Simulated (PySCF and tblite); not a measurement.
Results of a calculation; reference values are marked as such.
cyclohexanone, C6H10O, numbered as in [O:1]=[C:2]1[CH2:3][CH2:4][CH2:5][CH2:6][CH2:7]1. Conformer-averaged GIAO shifts at 298.15 K against TMS at the same level, unscaled (PySCF, tblite), from 2 protocols:

A: shieldings PBE0/pcSseg-1 (IEF-PCM, chloroform); weights PBE0-D3(BJ)/pcSseg-1 (IEF-PCM, chloroform) // GFN2-xTB; 1 conformer.
B: shieldings PBE0/pcSseg-1 (IEF-PCM, chloroform); weights PBE0-D3(BJ)/def2-TZVP (IEF-PCM, chloroform) // PBE0-D3(BJ)/def2-SVP; 2 conformers.

```tsv
signal	measured (ppm)	A	B
H3/H7	2.33	2.36	2.19
H4/H6	1.85	1.94	1.77
H5	1.72	1.75	1.61
C2	212.57	221.0	219.0
C3/C7	41.97	46.8	45.2
C4/C6	27	33.0	30.0
C5	24.97	30.1	27.7
```

Measured: Fulmer et al., Organometallics 2010, 29, 2176; solvent: CDCl3.

Task: Which protocol comes closest to experiment?

Result: For ¹³C protocol B has the smallest mean absolute error. For ¹H protocol A has the smallest mean absolute error.
| nucleus | ppm | A | B |
| --- | --- | --- | --- |
| ¹³C | mean absolute error | 6.1 | 3.8 |
| ¹³C | scatter about the mean error | 1.4 | 1.5 |
| ¹H | mean absolute error | 0.05 | 0.11 |
| ¹H | scatter about the mean error | 0.03 | 0.02 |

For scale, the study of O=C1CCCCC1 took 22 s on 1 thread of Arm Neoverse V1 (shared host) (rough), launched as `OMP_NUM_THREADS=1 python ens_run.py task.json out`.
